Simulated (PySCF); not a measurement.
## Mg⁺ (magnesium, charge +1) across methods

[Ne] 3p1, 2P determinant (an excited configuration). Calculation: PySCF 2.14, in x2c-TZVPPall with one added diffuse shell each of s, p, d type (6s5p4d, 41 functions); scalar relativity by spin-free X2C-1e.

```csv
method,E (hartree),mean ε 2p α (eV),mean ε 2p β (eV),mean ε 3p α (eV),Σ⟨r²⟩ (bohr²),⟨S²⟩
LDA,-198.9879,-57.528,-57.423,-8.346,18.49,0.750
r2SCAN,-199.9215,-58.770,-58.679,-8.469,18.62,0.750
BLYP,-199.9566,-57.334,-57.251,-8.327,18.26,0.750
UHF,-199.51069,-72.877,-72.672,-10.414,19.56,0.750
B97-3,-199.9235,-61.889,-61.786,-9.011,18.79,0.750
PBE,-199.8231,-57.375,-57.271,-8.446,18.41,0.750
BHandHLYP,-199.9432,-65.633,-65.478,-9.479,18.63,0.750
B3LYP,-199.9621,-60.838,-60.725,-8.926,18.40,0.750
```

(1) Estimate the same row for PBE0.

## Answers

(1) E (hartree) = -199.8398; mean ε 2p α (eV) = -61.531; mean ε 2p β (eV) = -61.402; mean ε 3p α (eV) = -9.031; Σ⟨r²⟩ (bohr²) = 18.61; ⟨S²⟩ = 0.750.
